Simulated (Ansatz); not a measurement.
Consider the formal hydrolysis of a C–Si bond: `[F][Zn][CH2][SiH3]` + H₂O → `O[CH2][Zn][F]` + SiH₄.

Calculated with Ansatz (gas phase, PBE0-D4/def2-TZVP geometries, no zero-point term in ΔE). CCSD(T)/CBS adds triple-zeta CCSD(T) − MP2 to the extrapolated MP2 energy (def2 sets, frozen cores). This one scheme is used for every species. Functionals use def2-TZVPP. B3LYP here is the variant with VWN-RPA as its local correlation; programs differ in this. For Zn outer-core shells are correlated without core-valence functions, which leaves a few kJ/mol of doubt a bond. Scalar relativity is left out up to krypton. Each species was taken in one conformer, which may not be the lowest.

**Question.** Is it downhill or uphill in electronic energy at CCSD(T)/CBS, and by how much? (Best estimate.)

**Answer.** The calculation gave: Uphill: ΔE = +137.0 kJ/mol.

**Question.** What do these levels give: r2SCAN-D4, PBE0-D4, B3LYP-D4, PBE, HF/def2-QZVPP, SCS-MP2/def2-QZVPP? (Estimate.)

**Answer.** The calculation gave: r2SCAN-D4 124.3, PBE0-D4 127.0, B3LYP-D4 117.3, PBE 113.6, HF/def2-QZVPP 119.9, SCS-MP2/def2-QZVPP 135.6 kJ/mol.

Largest T1 diagnostic among the species: 0.016.

The D4 term adds +5.8 kJ/mol with B3LYP and +3.2 kJ/mol with PBE0; it sums over pairs of atoms, weighted by their polarisabilities, and B3LYP, whose exchange is more repulsive, gets the larger term. From PBE to PBE0 (25 % exact exchange), in def2-TZVPP and without D4, ΔE moves by +10.2 kJ/mol. In def2-TZVPP, CCSD(T) changes the Hartree–Fock value by +12.8 kJ/mol (the triples alone add +1.0 kJ/mol) and MP2 by +23.4 kJ/mol.
